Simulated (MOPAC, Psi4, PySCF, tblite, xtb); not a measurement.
Dimer H2 ··· HBr (SMILES [H][H] and Br) at R = 3.46 Å between the centres of mass, closest contact 2.35 Å (a random orientation, not optimised). Geometry in Å and degrees:

```
Br
H 1 1.4248
H 2 2.3476 1 130.98
H 3 0.7438 2 92.73 1 -84.23
```

GFN2-xTB (tblite); SAPT0/jun-cc-pVDZ, frozen core (Psi4); B3LYP/def2-TZVP, counterpoise-corrected (Psi4); B3LYP-D3(BJ)/def2-TZVP, counterpoise-corrected (Psi4); PBE/def2-TZVP, counterpoise-corrected (Psi4); PBE-D3(BJ)/def2-TZVP, counterpoise-corrected (Psi4); wB97X-V/def2-TZVP, counterpoise-corrected (Psi4); HF/aug-cc-pVTZ, counterpoise-corrected (Psi4); MP2/aug-cc-pVTZ = DF-MP2/aug-cc-pVTZ, frozen core, counterpoise-corrected in Psi4; SCS-MP2/aug-cc-pVTZ = DF-SCS-MP2/aug-cc-pVTZ, frozen core, counterpoise-corrected (Psi4); MP2/aug-cc-pVDZ = DF-MP2/aug-cc-pVDZ, frozen core, counterpoise-corrected in Psi4 1.11; CCSD/aug-cc-pVDZ = DF-CCSD/aug-cc-pVDZ, frozen core, counterpoise-corrected run with Psi4 1.11; CCSD(T)/aug-cc-pVDZ = DF-CCSD(T)/aug-cc-pVDZ, frozen core, counterpoise-corrected (Psi4); PM3, restricted, heats of formation (MOPAC); AM1, restricted, heats of formation (MOPAC); GFN1-xTB (xtb); RKS-B3LYP/6-31G* = PySCF with restricted B3LYP/6-31G*, spherical d, no counterpoise correction; RMP2/6-31G* = PySCF with restricted MP2 (frozen core)/6-31G*, spherical d, no counterpoise correction; RMP2/3-21G = restricted MP2 (frozen core)/3-21G, no counterpoise correction (PySCF 2.14.0); RHF/3-21G = PySCF with restricted Hartree-Fock/3-21G, no counterpoise correction.

**Question.** What interaction energy does each level give?

**Answer.** 
```csv
method,E_int / kcal/mol
PM3,-1.08
PBE-D3(BJ)/def2-TZVP,-0.26
GFN2-xTB,-0.26
AM1,-0.21
MP2/aug-cc-pVTZ,-0.08
B3LYP-D3(BJ)/def2-TZVP,-0.02
wB97X-V/def2-TZVP,0.03
PBE/def2-TZVP,0.08
SCS-MP2/aug-cc-pVTZ,0.11
MP2/aug-cc-pVDZ,0.11
CCSD(T)/aug-cc-pVDZ,0.13
CCSD/aug-cc-pVDZ,0.20
GFN1-xTB,0.31
SAPT0/jun-cc-pVDZ,0.39
RKS-B3LYP/6-31G*,0.41
B3LYP/def2-TZVP,0.54
RMP2/6-31G*,0.58
RMP2/3-21G,0.59
RHF/3-21G,0.69
HF/aug-cc-pVTZ,0.74
```
